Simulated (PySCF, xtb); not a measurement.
C3H9NSi2, SMILES CC1=NC[SiH2][SiH2]1. Other conformers were not sampled.

Harmonic wavenumbers (cm⁻¹) from GFN2-xTB in xtb at its own minimum, in rising order: 58, 128, 236, 271, 311, 322, 349, 446, 480, 514, 555, 556, 566, 599, 655, 720, 744, 784, 815, 948, 997, 1095, 1153, 1166, 1239, 1382, 1453, 1468, 1469, 1709, 2204, 2217, 2226, 2228, 2920, 2949, 3006, 3018, 3035.

Q: What does PBE-D3(BJ)/def2-SVP in PySCF give at its own minimum? (An estimate is asked for; the answer gives what the named calculation found.)

A: 29, 144, 233, 276, 313, 321, 353, 443, 484, 518, 571, 572, 612, 650, 659, 733, 779, 878, 889, 903, 978, 1049, 1135, 1160, 1172, 1321, 1358, 1387, 1394, 1654, 2146, 2155, 2156, 2167, 2959, 2969, 3010, 3038, 3078. Paired by order, the mean absolute difference is 35 cm⁻¹ and the zero-point energies are 67.2 and 66.7 kcal/mol.
